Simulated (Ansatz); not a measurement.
Computed with Ansatz on PBE0-D4/def2-TZVP structures; ΔE is electronic, products minus reactants. CBS: MP2 limit from def2 TZ/QZ plus the TZ coupled-cluster correction, frozen cores. Functionals use def2-TZVPP. Each species was taken in one conformer, which may not be the lowest.

`F/C=C/[SiH3]` + `BC[SiH2]S` → `BC[SiH2]S[SiH3]` + `C=CF`  (ligand exchange at the Si–C bond)

`F/C=C/[SiH3]`:

Z-matrix (Å, degrees):
```
Si
C 1 1.852
H 1 1.487 2 110.8
H 1 1.487 2 108.6 3 120.1
H 1 1.487 2 110.8 3 -119.8
C 2 1.322 1 121.1 3 -120.1
H 2 1.087 1 121.3 3 59.9
F 6 1.336 2 122.8 1 -180.0
H 6 1.086 2 125.9 1 0.0
```

`BC[SiH2]S`:

```xyz
11

B     0.056    1.781    0.593
C     0.684    0.517   -0.011
Si   -0.608   -0.860    0.044
S     0.214   -2.737   -0.566
H     0.146    2.006    1.765
H    -0.591    2.528   -0.086
H     1.534    0.114    0.547
H     0.931    0.602   -1.075
H    -1.762   -0.497   -0.816
H    -1.075   -1.111    1.430
H     0.470   -2.344   -1.826
```

`BC[SiH2]S[SiH3]`:

```xyz
14

B     0.032   -0.848    1.565
C     0.568   -1.536    0.281
Si   -0.629   -0.868   -0.999
S    -1.564    0.904   -0.204
Si    0.118    2.217   -0.366
H     0.571    0.120    2.019
H    -0.917   -1.298    2.141
H     0.444   -2.623    0.270
H     1.587   -1.265    0.000
H     0.035   -0.558   -2.292
H    -1.756   -1.807   -1.217
H     0.122    3.109    0.817
H     1.372    1.423   -0.412
H     0.017    3.029   -1.605
```

`C=CF`:

Z-matrix (Å, degrees):
```
C
C 1 1.316
H 1 1.081 2 119.2
H 1 1.082 2 121.6 3 -180.0
F 2 1.336 1 122.3 3 180.0
H 2 1.084 1 125.7 3 0.0
```

```
             level  ΔE (kcal/mol)
         r2SCAN-D4          -13.3
CCSD(T)/def2-TZVPP          -12.5
     HF/def2-QZVPP           -8.9
     MP2/CBS(def2)          -14.5
```

(1) What does CCSD(T)/CBS give? (Best estimate.)

Largest T1 diagnostic among the species: 0.012.

Results:

(1) The calculation gave: -13.4 kcal/mol. The listed levels differ from it by 0.1, 0.9, 4.5, -1.1 kcal/mol.

In def2-TZVPP, CCSD(T) changes the Hartree–Fock value by −3.4 kcal/mol (the triples alone add −0.7 kcal/mol) and MP2 by −4.6 kcal/mol. The D4 term adds −3.2 kcal/mol with B3LYP and −1.8 kcal/mol with PBE0; it sums over pairs of atoms, weighted by their polarisabilities, and B3LYP, whose exchange is more repulsive, gets the larger term.

B3LYP here is the variant with VWN-RPA as its local correlation; programs differ in this.
